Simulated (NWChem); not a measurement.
System: CH$_{4}$F$_{2}$Si; SMILES C[SiH](F)F

Here is an NWChem input.

```
start job
memory heap 200 mb stack 900 mb global 1100 mb
geometry units angstroms noautosym nocenter noautoz
  Si    -0.000174    -0.064445     0.335910
  C     -0.000562     1.690257    -0.236981
  F     -1.295841    -0.829825    -0.256373
  F      1.295295    -0.829658    -0.256993
  H      0.000162    -0.247281     1.806185
  H     -0.891872     2.220840     0.131751
  H      0.892461     2.220278     0.128393
  H     -0.002603     1.736897    -1.336849
end
basis spherical
  * library pcsseg-1
end
dft
  xc bhlyp
  iterations 150
end
property
  shielding 6 1 2 3 5 6 8
  efieldgrad
end
task dft property
```

Excerpt of the output:

```
             Northwest Computational Chemistry Package (NWChem) 7.3.0
             --------------------------------------------------------

                             Geometry "geometry" -> ""
                             -------------------------

 Output coordinates in angstroms (scale by  1.889725989 to convert to a.u.)

  No.       Tag          Charge          X              Y              Z
 ---- ---------------- ---------- -------------- -------------- --------------
    1 Si                  14.0000    -0.00017400    -0.06444500     0.33591000
    2 C                    6.0000    -0.00056200     1.69025700    -0.23698100
    3 F                    9.0000    -1.29584100    -0.82982500    -0.25637300
    4 F                    9.0000     1.29529500    -0.82965800    -0.25699300
    5 H                    1.0000     0.00016200    -0.24728100     1.80618500
    6 H                    1.0000    -0.89187200     2.22084000     0.13175100
    7 H                    1.0000     0.89246100     2.22027800     0.12839300
    8 H                    1.0000    -0.00260300     1.73689700    -1.33684900

 Effective nuclear repulsion energy (a.u.)     180.9373432385

                              NWChem Property Module
                              ----------------------

  itol2e modified to match energy
  convergence criterion.

                                 NWChem DFT Module
                                 -----------------

 Summary of "ao basis" -> "ao basis" (spherical)
 ------------------------------------------------------------------------------
       Tag                 Description            Shells   Functions and Types
 ---------------- ------------------------------  ------  ---------------------
 Si                         pcsseg-1                10       24   4s5p1d
 C                          pcsseg-1                 7       17   3s3p1d
 F                          pcsseg-1                 7       17   3s3p1d
 H                          pcsseg-1                 3        5   2s1p

  itol2e modified to match energy
  convergence criterion.

            General Information
            -------------------
          SCF calculation type: DFT
          Wavefunction type:  closed shell.
          No. of atoms     :     8
          No. of electrons :    42
           Alpha electrons :    21
            Beta electrons :    21
          Charge           :     0
          Spin multiplicity:     1
          Use of symmetry is: off; symmetry adaption is: off
          Maximum number of iterations: 150
          AO basis - number of functions:    95
                     number of shells:    43
          Convergence on energy requested:  1.00D-07
          Convergence on density requested:  1.00D-05
          Convergence on gradient requested:  5.00D-04

              XC Information
              --------------
                        BHLYP Method XC Functional
                     Hartree-Fock (Exact) Exchange  0.500
                        Slater Exchange Functional  0.500 local
                    Becke 1988 Exchange Functional  0.500 non-local
              Lee-Yang-Parr Correlation Functional  1.000

             Grid Information
             ----------------
          Grid used for XC integration:  fine
          Radial quadrature: Mura-Knowles
          Angular quadrature: Lebedev.
          Tag              B.-S. Rad. Rad. Pts. Rad. Cut. Ang. Pts.
          ---              ---------- --------- --------- ---------
          Si                  1.10      123           9.0       770
          C                   0.70       70          10.0       590
          F                   0.50       70          11.0       590
          H                   0.35       60          11.0       590
          Grid pruning is: on
          Number of quadrature shells:   573
          Spatial weights used:  Erf1

      Superposition of Atomic Density Guess
      -------------------------------------

 Sum of atomic energies:        -527.19166696

      Non-variational initial energy
      ------------------------------

 Total energy =    -528.408920
 1-e energy   =   -1090.546091
 2-e energy   =     381.199827
 HOMO         =      -0.392639
 LUMO         =       0.073911

   convergence    iter        energy       DeltaE   RMS-Dens  Diis-err
 ---------------- ----- ----------------- --------- --------- ---------
 d= 0,ls=0.0,diis     1   -529.6251090238 -7.11D+02  8.60D-03  7.63D-01
 d= 0,ls=0.0,diis     2   -529.6501974857 -2.51D-02  3.64D-03  6.86D-01
 d= 0,ls=0.0,diis     3   -529.6989649231 -4.88D-02  5.40D-04  1.26D-02
 d= 0,ls=0.0,diis     4   -529.6997925963 -8.28D-04  1.54D-04  4.64D-04
 d= 0,ls=0.0,diis     5   -529.6998370153 -4.44D-05  3.67D-05  4.09D-05
  Resetting Diis
 d= 0,ls=0.0,diis     6   -529.6998415110 -4.50D-06  1.06D-05  2.00D-06
 d= 0,ls=0.0,diis     7   -529.6998417567 -2.46D-07  2.22D-06  5.02D-08
 d= 0,ls=0.0,diis     8   -529.6998417605 -3.83D-09  8.09D-07  1.97D-08

         Total DFT energy =     -529.699841760535
      One electron energy =    -1093.768616366627
           Coulomb energy =      431.937110568692
    Exchange-Corr. energy =      -48.805679201059
 Nuclear repulsion energy =      180.937343238458

 Numeric. integr. density =       42.000000269167

                       DFT Final Molecular Orbital Analysis
                       ------------------------------------

 Vector   19  Occ=2.000000D+00  E=-4.852413D-01
              MO Center=  7.8D-04,  1.4D+00, -9.6D-02, r^2= 2.6D+00
   Bfn.  Coefficient  Atom+Function         Bfn.  Coefficient  Atom+Function
  ----- ------------  ---------------      ----- ------------  ---------------
    31      0.299260  2 C  px                81     -0.298776  6 H  s
    86      0.299563  7 H  s                 34      0.203217  2 C  px
    28      0.148860  2 C  px                49      0.144343  3 F  py
    66     -0.144374  4 F  py                52      0.142975  3 F  py
    69     -0.142994  4 F  py                82     -0.078538  6 H  s

 Vector   20  Occ=2.000000D+00  E=-4.719164D-01
              MO Center= -7.3D-04,  5.8D-01,  2.5D-01, r^2= 3.3D+00
   Bfn.  Coefficient  Atom+Function         Bfn.  Coefficient  Atom+Function
  ----- ------------  ---------------      ----- ------------  ---------------
    76      0.242449  5 H  s                  3      0.219248  1 Si s
    32     -0.196987  2 C  py                81     -0.168842  6 H  s
    86     -0.168139  7 H  s                 91      0.154923  8 H  s
    77      0.145992  5 H  s                  2     -0.137371  1 Si s
    49     -0.134588  3 F  py                66     -0.134558  4 F  py

 Vector   21  Occ=2.000000D+00  E=-4.017020D-01
              MO Center= -2.8D-04,  5.8D-01,  4.0D-01, r^2= 2.8D+00
   Bfn.  Coefficient  Atom+Function         Bfn.  Coefficient  Atom+Function
  ----- ------------  ---------------      ----- ------------  ---------------
    76      0.302761  5 H  s                 32      0.259182  2 C  py
    35      0.240504  2 C  py                77      0.232916  5 H  s
    16      0.214287  1 Si pz                15     -0.208263  1 Si py
    27     -0.152435  2 C  s                 29      0.125812  2 C  py
    91      0.123227  8 H  s                 33     -0.110374  2 C  pz

 Vector   22  Occ=0.000000D+00  E= 7.541792D-02
              MO Center= -3.6D-04,  1.9D+00, -2.5D-01, r^2= 5.1D+00
   Bfn.  Coefficient  Atom+Function         Bfn.  Coefficient  Atom+Function
  ----- ------------  ---------------      ----- ------------  ---------------
    27      1.941783  2 C  s                 92     -0.787261  8 H  s
    82     -0.779203  6 H  s                 87     -0.778888  7 H  s
     4     -0.653832  1 Si s                 77      0.274853  5 H  s
    18     -0.255299  1 Si py                35      0.161073  2 C  py
    26      0.152340  2 C  s                 25     -0.126119  2 C  s

 Vector   23  Occ=0.000000D+00  E= 8.252093D-02
              MO Center= -9.2D-04,  7.9D-02,  5.5D-01, r^2= 3.9D+00
   Bfn.  Coefficient  Atom+Function         Bfn.  Coefficient  Atom+Function
  ----- ------------  ---------------      ----- ------------  ---------------
    17      1.109151  1 Si px                44      0.394007  3 F  s
    61     -0.392944  4 F  s                 14      0.278845  1 Si px
    81      0.133165  6 H  s                 86     -0.133786  7 H  s
    34     -0.128111  2 C  px                52      0.112633  3 F  py
    69     -0.112819  4 F  py                20      0.096797  1 Si d -2

 Vector   24  Occ=0.000000D+00  E= 9.203418D-02
              MO Center=  3.2D-04, -4.0D-01,  2.2D-01, r^2= 4.2D+00
   Bfn.  Coefficient  Atom+Function         Bfn.  Coefficient  Atom+Function
  ----- ------------  ---------------      ----- ------------  ---------------
    18      1.181824  1 Si py                82     -0.511979  6 H  s
    87     -0.510082  7 H  s                 19      0.467303  1 Si pz
    35      0.431575  2 C  py                92      0.368393  8 H  s
    44      0.335225  3 F  s                 61      0.336784  4 F  s
    77     -0.281184  5 H  s                 27     -0.248011  2 C  s

     Multipole analysis of the density
     ---------------------------------

     L   x y z        total         alpha         beta         nuclear
     -   - - -        -----         -----         ----         -------
     0   0 0 0     -0.000000    -21.000000    -21.000000     42.000000

     1   1 0 0      0.000062      0.011912      0.011912     -0.023761
     1   0 1 0      0.900000      0.228242      0.228242      0.443517
     1   0 0 1      0.341646      0.747152      0.747152     -1.152657

     2   2 0 0    -24.859525    -69.218378    -69.218378    113.577232
     2   1 1 0     -0.000726      0.005481      0.005481     -0.011687
     2   1 0 1      0.000573      0.009453      0.009453     -0.018334
     2   0 2 0    -22.405945    -87.145508    -87.145508    151.885070
     2   0 1 1     -0.480509      1.659034      1.659034     -3.798576
     2   0 0 2    -21.957566    -25.595011    -25.595011     29.232456

          -----------------------
          Electric field gradient
          -----------------------

 1 a.u. = 0.324123 10**(16) esu/cm**3  ( or statvolts/cm**2 ) = 0.97174 10**(22) v/m**2

[...]

          -----------------------------------------
          Chemical Shielding Tensors (GIAO, in ppm)
          -----------------------------------------

                                NWChem CPHF Module
                                ------------------

  scftype          =     RHF
  nclosed          =       21
  nopen            =        0
  variables        =     1554
  # of vectors     =        3
  tolerance        = 0.10D-03
  level shift      = 0.00D+00
  max iterations   =       50
  max subspace     =       30

 SCF residual:    3.4874155788263588E-005

Iterative solution of linear equations
  No. of variables     1554
  No. of equations        3
  Maximum subspace       30
        Iterations       50
       Convergence  1.0D-04

   iter   nsub   residual    time
   ----  ------  --------  ---------
     1      3    6.07D-01      24.5
     2      6    3.62D-02      27.5
     3      9    2.09D-03      30.5
     4     12    2.19D-04      33.4
     5     15    2.39D-05      36.2

      Atom:    1  Si
        Diamagnetic
    880.6784      0.0002     -0.0017
      0.0002    878.4382      1.2971
     -0.0017      1.2971    873.1308

        Paramagnetic
   -537.4874     -0.0168      0.0079
     -0.0168   -480.9403    -49.6937
      0.0079    -49.6937   -520.2474

        Total Shielding Tensor
    343.1909     -0.0166      0.0062
     -0.0166    397.4979    -48.3966
      0.0062    -48.3966    352.8834

           isotropic =     364.5241
          anisotropy =      95.9351

          Principal Components and Axis System
                 1           2           3
              428.4808    343.1909    321.9005

      1        -0.0002      1.0000      0.0002
      2         0.8422      0.0001      0.5392
      3        -0.5392     -0.0003      0.8422

      Atom:    2  C
        Diamagnetic
    254.1538     -0.0010     -0.0015
     -0.0010    260.7545     -1.5841
     -0.0015     -1.5841    253.3580

        Paramagnetic
    -69.9434     -0.0052     -0.0026
     -0.0052    -70.8281     -4.8909
     -0.0026     -4.8909    -71.0630

        Total Shielding Tensor
    184.2104     -0.0062     -0.0041
     -0.0062    189.9265     -6.4750
     -0.0041     -6.4750    182.2950

           isotropic =     185.4773
          anisotropy =      12.2236

          Principal Components and Axis System
                 1           2           3
              193.6264    184.2104    178.5951

      1        -0.0004      1.0000      0.0012
      2         0.8682     -0.0003      0.4961
      3        -0.4961     -0.0012      0.8682

      Atom:    3  F
        Diamagnetic
    482.1256     10.4473      7.4552
     10.4473    470.9472      4.9363
      7.4552      4.9363    465.9805

        Paramagnetic
    -98.2820     -1.3469     -8.6380
     -1.3469   -142.3598     46.7408
     -8.6380     46.7408   -162.0401

        Total Shielding Tensor
    383.8436      9.1004     -1.1828
      9.1004    328.5874     51.6771
     -1.1828     51.6771    303.9404

           isotropic =     338.7905
          anisotropy =      71.6881

          Principal Components and Axis System
                 1           2           3
              386.5825    367.0086    262.7803

      1         0.9358     -0.3482      0.0543
      2         0.3047      0.7219     -0.6213
      3         0.1771      0.5980      0.7817

      Atom:    4  H
        Diamagnetic
     23.4472     -0.0006      0.0036
     -0.0006     24.0465     -2.1050
      0.0036     -2.1050     38.0814

        Paramagnetic
      0.2131     -0.0003     -0.0016
     -0.0003      0.1992      0.3812
     -0.0016      0.3812     -5.7667

        Total Shielding Tensor
     23.6603     -0.0010      0.0020
     -0.0010     24.2457     -1.7238
      0.0020     -1.7238     32.3148

           isotropic =      26.7403
          anisotropy =       8.8910

          Principal Components and Axis System
                 1           2           3
               32.6676     23.8929     23.6603

      1         0.0002     -0.0024      1.0000
      2        -0.2005      0.9797      0.0024
      3         0.9797      0.2005      0.0002

      Atom:    5  H
        Diamagnetic
     33.8784     -7.0078     -3.7398
     -7.0078     32.2672      2.2007
     -3.7398      2.2007     25.3895

        Paramagnetic
     -0.2071      2.6225      1.4196
      2.6225     -0.4546     -0.5262
      1.4196     -0.5262      2.5229

        Total Shielding Tensor
     33.6713     -4.3853     -2.3202
     -4.3853     31.8125      1.6745
     -2.3202      1.6745     27.9125

           isotropic =      31.1321
          anisotropy =      10.3490

          Principal Components and Axis System
                 1           2           3
               38.0315     28.2791     27.0858

      1         0.7505      0.5935      0.2907
      2        -0.6024      0.7953     -0.0684
      3        -0.2718     -0.1238      0.9544

      Atom:    6  H
        Diamagnetic
     23.9108     -0.0042      0.0289
     -0.0042     27.4483     -3.3448
      0.0289     -3.3448     39.7819

        Paramagnetic
      2.8074      0.0014     -0.0102
      0.0014      1.2624      1.1256
     -0.0102      1.1256     -2.7366

        Total Shielding Tensor
     26.7182     -0.0027      0.0187
     -0.0027     28.7107     -2.2192
      0.0187     -2.2192     37.0453

           isotropic =      30.8247
          anisotropy =      10.1620

          Principal Components and Axis System
                 1           2           3
               37.5994     28.1567     26.7182

      1         0.0017      0.0013      1.0000
      2        -0.2422      0.9702     -0.0008
      3         0.9702      0.2422     -0.0020
```

Level: BHandHLYP/pcSseg-1, GIAO. The geometry was optimised at PBE0/def2-SVP. NWChem prints the field gradient with the sign opposite to the second derivative of the potential. The output numbers the shielded atoms by their place in the input's list. The printed shielding anisotropy is the first printed principal value minus the mean of the other two.
